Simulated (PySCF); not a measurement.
Computed IR spectrum (relative IR intensity) of a molecule C₃H₈O₂Si. Geometry optimised at B3LYP-D3(BJ)/def2-SVP. One conformer was computed; it need not be the lowest. Level of theory: B3LYP-D3(BJ)/def2-SVP (PySCF). Frequencies are harmonic and unscaled.

Lines under 2 % of the strongest are left out, and lines within 2 cm⁻¹ are merged.

ν (cm⁻¹): 236 (w), 291 (m), 372 (m), 652 (m), 776 (w), 821 (m), 858 (m), 938 (m), 946 (s), 954 (w), 977 (s), 1221 (vs), 1281 (m), 1760 (m), 2265 (m), 2271 (m), 3011 (w), 3069 (w), 3105 (vw), 3111 (w), 3159 (vw), 3870 (m) (against the strongest line: vs over 80 %, s over 45 %, m over 15 %, w over 4 %, vw less)

Task: Which molecule gave these data?
(A) O[SiH2][C@H]1CCO1
(B) C[Si@]1(O)CCO1
(C) C/C=C/O[SiH2]O
(D) [SiH3]CC1OCO1

Result: C, C/C=C/O[SiH2]O
